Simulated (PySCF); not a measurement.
A structure optimised at B3LYP-D3(BJ)/def2-SVP, used in a PySCF frequency run:

```xyz
8

O     -1.8515    -0.0665    -0.9175
Sn     0.0000     0.0000    -0.2449
O      0.9833    -1.5701    -0.9175
O      0.8681     1.6367    -0.9175
Cl     0.0000     0.0000     2.1145
H     -2.3835     0.6609    -0.5613
H      0.6194    -2.3946    -0.5613
H      1.7641     1.7337    -0.5613
```
Charge 0, spin multiplicity 1.

Task: Write its SMILES, formula and point group.

Result: [OH][Sn]([OH])([OH])[Cl], ClH3O3Sn, C3

Task: What are its rotational constants (standard atomic weights)?

Result: 2.7580, 1.6925, 1.6925 GHz
